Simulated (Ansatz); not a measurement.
`OC1([SiH3])N=C1F` → `FC1N=C[SiH2]O1`  (isomerisation)

Computed with Ansatz on PBE0-D4/def2-TZVP structures; ΔE is electronic, products minus reactants. CBS: MP2 limit from def2 TZ/QZ plus the TZ coupled-cluster correction, frozen cores. Functionals use def2-TZVPP. B3LYP here is the variant with VWN-RPA as its local correlation; programs differ in this. One conformer a species, not always the lowest.

Q: Is it downhill or uphill in electronic energy at CCSD(T)/CBS, and by how much? (Best estimate.)

A: The calculation gave: Downhill: ΔE = -70.2 kcal/mol.

Q: What do these levels give: PBE-D4, r2SCAN-D4, PBE0-D4, B3LYP-D4, r2SCAN, PBE0, B3LYP, MP2/def2-TZVPP, SCS-MP2/def2-TZVPP, CCSD/def2-TZVPP, HF/def2-QZVPP, MP2/def2-QZVPP? (Best estimate.)

A: The calculation gave: PBE-D4 -62.6, r2SCAN-D4 -67.7, PBE0-D4 -67.5, B3LYP-D4 -68.2, r2SCAN -67.7, PBE0 -67.2, B3LYP -67.6, MP2/def2-TZVPP -67.9, SCS-MP2/def2-TZVPP -68.6, CCSD/def2-TZVPP -71.4, HF/def2-QZVPP -77.9, MP2/def2-QZVPP -68.4 kcal/mol.

Largest T1 diagnostic among the species: 0.013.

From PBE to PBE0 (25 % exact exchange), in def2-TZVPP and without D4, ΔE moves by −5.0 kcal/mol. In def2-TZVPP, CCSD(T) changes the Hartree–Fock value by +8.0 kcal/mol (the triples alone add +1.8 kcal/mol) and MP2 by +9.7 kcal/mol.
